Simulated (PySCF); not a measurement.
YBr2, SMILES [Y]([Br])[Br] (connectivity only; charge and spin as stated), neutral, multiplicity 2.

Coordinates come from a B3LYP-D3(BJ)/def2-SVP optimisation. The def2 effective core potentials stand for the cores of Y; spin–orbit coupling is left out.

Method: TDA-PBE/def2-SVPD (PySCF).

Vertical excitations. Gas-phase values at a fixed geometry.

| state | energy (eV) | λ (nm) | f | main pairs |
|---|---|---|---|---|
| root 1 | 0.83 | 1497 | 0.008 | α HOMO→LUMO 99 % |
| root 2 | 0.86 | 1434 | 0.011 | α HOMO→LUMO+1 99 % |
| root 3 | 1.58 | 786 | 0.000 | α HOMO→LUMO+2 100 % |
| root 4 | 1.75 | 709 | 0.010 | α HOMO→LUMO+3 100 % |
| root 5 | 2.89 | 429 | 0.131 | α HOMO→LUMO+4 98 % |
| root 6 | 3.10 | 401 | 0.252 | α HOMO→LUMO+5 96 % |
| root 7 | 3.80 | 326 | 0.000 | α HOMO−1→LUMO 99 % |
| root 8 | 3.81 | 325 | 0.001 | α HOMO−1→LUMO+1 91 %, β HOMO→LUMO 8 % |
| root 9 | 3.86 | 321 | 0.000 | α HOMO−2→LUMO 93 % |
| root 10 | 3.87 | 320 | 0.002 | α HOMO−2→LUMO+1 92 % |
Unrestricted roots are not spin-pure.
